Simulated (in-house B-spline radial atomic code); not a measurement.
Configurations of Pb, with energies counted from [Xe] 4f14 5d10 6s2 6p2. Method: Dirac-Hartree-Fock, average of configuration, Fermi nucleus of rms radius 5.5012 fm. Calculated with an all-electron radial atomic-structure program (B-spline basis). Energies include first-order Breit, QED and recoil terms.

Occupations are held fixed; configurations that lie above the ionisation limit could autoionise.

| configuration | E - E(ref) (eV) | highest orbital | its <r> (bohr) |
| --- | --- | --- | --- |
| [Xe] 4f14 5d10 6s2 6p1 6f1 | 5.6102 | 6f5/2 | 31.41 |
| [Xe] 4f14 5d10 6s2 6p1 10s1 | 5.6607 | 10s1/2 | 41.37 |
| [Xe] 4f14 5d10 6s2 6p1 10d1 | 5.8734 | 10d5/2 | 69.44 |
| [Xe] 4f14 5d9 6s2 6p2 8s1 | 24.836 | 8s1/2 | 15.38 |
| [Xe] 4f14 5d9 5f1 6s2 6p2 | 25.328 | 5f5/2 | 17.93 |
| [Xe] 4f13 5d10 6s2 6p2 10s1 | 145 | 10s1/2 | 40.53 |
| [Kr] 4d9 4f14 5s2 5p6 5d10 6s2 6p3 | 425.15 | 6p3/2 | 3.2 |
| [Kr] 4d9 4f14 5s2 5p6 5d10 6s2 6p2 10s1 | 431.97 | 10s1/2 | 40.53 |

(1) How far above the reference does [Xe] 4f14 5d9 6s2 6p2 6f1 lie?

(2) How far above the reference does [Xe] 4f14 5d10 6s1 6p2 10d1 lie?

(3) How far above the reference does [Xe] 4f14 5d10 5f1 6s2 6p1 lie?

Results:

(1) 25.634 eV; its least bound orbital is 6f5/2 with <r> = 31.39 bohr.

(2) 14.307 eV; its least bound orbital is 10d5/2 with <r> = 68.47 bohr.

(3) 5.3038 eV; its least bound orbital is 5f5/2 with <r> = 17.95 bohr.
